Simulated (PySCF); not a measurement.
# How the method moves the HOMO and LUMO of `BCCCF`

Compound: C₃H₈BF.
Cartesian coordinates in Å at the PBE0-D3(BJ)/def2-SVP level; atoms count from 1:
```xyz
13
C3H8BF angstrom
B      1.6507    0.7768   -0.0060
C      0.8439   -0.5477    0.1214
C     -0.5579   -0.6146   -0.4745
C     -1.5463    0.2482    0.2739
F     -1.6180   -0.1460    1.5917
H      2.7356    0.8676    0.5240
H      1.2504    1.7208   -0.6551
H      0.8230   -0.8507    1.1851
H      1.5080   -1.3116   -0.3363
H     -0.5474   -0.2801   -1.5262
H     -0.9347   -1.6513   -0.4788
H     -2.5558    0.1724   -0.1648
H     -1.2390    1.3098    0.2507
```

Basis pcSseg-2 throughout (PySCF), one geometry. Isolated species at its PBE0-D3(BJ)/def2-SVP geometry (one conformer only).

Problem. How do the orbital energies, the gap and the dipole change with the method?

Solution. 
| method | kind | HOMO (eV) | LUMO (eV) | gap (eV) | μ (D) | SCF cycles |
| --- | --- | --- | --- | --- | --- | --- |
| B97-2 | global hybrid | -8.59 | -1.37 | 7.22 | 1.64 | 12 |
| PBE0 | global hybrid | -8.84 | -1.40 | 7.44 | 1.66 | 12 |
| mPW1PW91 | global hybrid | -8.88 | -1.39 | 7.49 | 1.66 | 12 |
| BHandHLYP | global hybrid | -10.20 | -0.39 | 9.82 | 1.76 | 12 |
| CAM-B3LYP | range-separated hybrid | -10.30 | -0.34 | 9.96 | 1.71 | 12 |
| wB97X-D | range-separated hybrid | -10.75 | 0.51 | 11.27 | 1.67 | 13 |
| LC-wPBE | range-separated hybrid | -11.64 | 0.90 | 12.54 | 1.71 | 12 |

The HOMO spans 3.05 eV, from B97-2 down to LC-wPBE, and the gap runs from 7.22 eV (B97-2) to 12.54 eV (LC-wPBE). Over the methods B97-2 (21 %), PBE0 (25 %), mPW1PW91 (25 %), BHandHLYP (50 %), a straight line through the gap against the share of exact exchange rises by 0.92 eV for each 10 % (correlation coefficient 0.999). The dipole ranges from 1.64 D (B97-2) to 1.76 D (BHandHLYP). This basis has no diffuse functions.
